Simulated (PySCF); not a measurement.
## `O=C=[Se]`, COSe

Geometry:
```csv
atom,x (Å),y (Å),z (Å)
O1,-1.147,0.769,-0.014
C2,-0.147,0.193,-0.011
Se3,1.332,-0.660,-0.008
```

Theory: PySCF 2.14.0, GIAO PBE/aug-pcSseg-2 magnetisability, rotational g tensor and spin-rotation constants, non-relativistic, gas phase. Geometry: PBE0-D3(BJ)/def2-SVP.

The calculation is non-relativistic, which matters for the atoms heavier than Zn.

Task: Give the nuclear spin-rotation constants along the inertial axes (H = +C I·J) beside the isotropic shieldings.

Result: Rotational constants –, 4.0350, 4.0350 GHz. A star marks the isotopologue with that one atom substituted, in its own axes.
| atom | isotope | Caa (kHz) | Cbb (kHz) | Ccc (kHz) | mean (kHz) | σ (ppm) |
| --- | --- | --- | --- | --- | --- | --- |
| O1 | 17O* | – | -1.757 | -1.757 | -1.757 | 29.6 |
| C2 | 13C* | – | 2.294 | 2.294 | 2.294 | 9.9 |
| Se3 | 77Se* | – | 5.055 | 5.055 | 5.055 | 2288.5 |

For the geometry as given, no vibrational averaging.
